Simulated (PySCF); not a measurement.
CH3, SMILES [CH3+], charge +1. Coordinates come from a ωB97X-D3(BJ)/def2-TZVPD optimisation.

TDA-ωB97X/def2-TZVPD in PySCF puts the lowest singlet excitations at 6.10, 6.11, 15.15, 15.15, 15.44, 16.48 eV.

What are the lowest excitation roots from ADC(3)/aug-cc-pVDZ (PySCF)? (The exact figures need the calculation; the answer reports its results.)

6.01, 6.01, 12.95, 12.95, 15.28, 15.28 eV. S1 differs by -0.09 eV (second minus first; roots are paired by order, and the bases may differ).
